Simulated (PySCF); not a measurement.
Caution: the highest occupied level lies above zero, so the state may not be bound.

Delta-SCF ions had no search for a lower state. 

Z-matrix (Å, degrees):
```
C
H 1 1.0931
H 1 1.0979 2 111.22
C 1 1.5098 2 119.26 3 138.22
H 4 1.0931 1 119.26 2 0.00
H 4 1.0979 5 111.22 1 138.22
C 1 1.5226 2 119.17 3 -151.54
H 7 1.0997 1 109.65 2 149.21
```
Charge -1, spin multiplicity 1.

Question: What vertical detachment energy (Delta-SCF), total energy and HOMO does TPSSh-D3(BJ)/def2-TZVPD // B3LYP-D3(BJ)/def2-TZVPD (PySCF) give?

Answer: 
```json
{
 "vertical detachment energy (Delta-SCF)": "0.56 eV",
 "total_energy": "-117.2807 Ha",
 "HOMO": "1.93 eV"
}
```
